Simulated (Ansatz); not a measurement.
A structure relaxed at PBE/def2-SVPD in Ansatz, charge -1, singlet:

| atom | x (Å) | y (Å) | z (Å) |
| --- | --- | --- | --- |
| Li1 | 0.911 | 1.936 | 0.163 |
| Li2 | 0.956 | -0.144 | -1.882 |
| Li3 | 1.730 | -0.782 | 0.882 |
| Na4 | -0.180 | 0.796 | 3.085 |
| Na5 | -1.808 | -0.552 | 0.428 |
| Na6 | -1.670 | 1.879 | -1.923 |
| Na7 | 0.061 | -3.133 | -0.753 |

(1) Give its formula.

(2) Summarise the bond lengths by kind (pairs closer than 1.2 times the sum of covalent radii, bridged metal pairs left out).

Answers

(1) Na4Li3⁻.

(2) 6 × Li–Na 3.32 Å; 3 × Li–Li 2.92 to 2.94 Å; 3 × Na–Na 3.39 to 3.40 Å.

The restricted singlet is unstable towards broken spin symmetry in Hartree–Fock (as tested in another run); at PBE/def2-SVPD this wasn't settled. The highest occupied level of the charge -1 singlet lies above zero (up to 0.12 eV). The electron is either unbound and held by the finite basis, or the level is raised by self-interaction error. The structure comes from a short search, and lower isomers may exist.
